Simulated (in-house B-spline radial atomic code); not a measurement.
A run on Sr (an excited or competing configuration) that did not converge. Method: scalar-relativistic (X2C) B97-1, spin-polarised, spherical fractional occupations, exact exchange averaged over the configuration, Fermi nucleus of rms radius 4.224 fm; computed with a B-spline radial code for spherical atoms.

Command:
```bash
python run_scf.py task.json out
```
Settings (nuclear radius in fm, mass in u):
```
Z                38
configuration    [Kr] 4f1 5s1
hamiltonian      x2c
method           b97_1
spin_polarised   True
nucleus          fermi
rms_radius       4.224
atomic_mass      87.90561
speed_of_light   137.035999084
exact_exchange   averaged over the configuration
```

First and last ten iterations of the last attempt (damped for 15 steps, keeping 80 % of the old Fock matrix, then DIIS):
```
 iter        energy (Eh)    residual
    1       -3178.301938    4.13e-01
    2       -3178.709089    1.16e-01
    3       -3178.852817    7.37e-02
    4       -3178.913404    4.66e-02
    5       -3178.939002    2.94e-02
    6       -3178.949640    1.86e-02
    7       -3178.954027    1.27e-02
    8       -3178.955847    9.07e-03
    9       -3178.956634    6.54e-03
   10       -3178.956953    4.76e-03
  111       -3178.957485    8.38e-05
  112       -3178.957486    9.23e-05
  113       -3178.957485    7.96e-05
  114       -3178.957485    7.89e-05
  115       -3178.957485    1.04e-04
  116       -3178.957485    8.63e-05
  117       -3178.957485    8.31e-05
  118       -3178.957485    9.69e-05
  119       -3178.957485    9.87e-05
  120       -3178.957485    8.74e-05
 not converged after 120 iterations
```

The smallest residual met was 5.5e-05; the threshold is about 4e-07. Over the last five steps the energy moves by less than 7e-07 hartree, but the orbitals didn't meet the threshold. Time taken, with all properties: 11 s on 1 thread of Intel(R) Xeon(R) Platinum 8488C, with other jobs on the host.
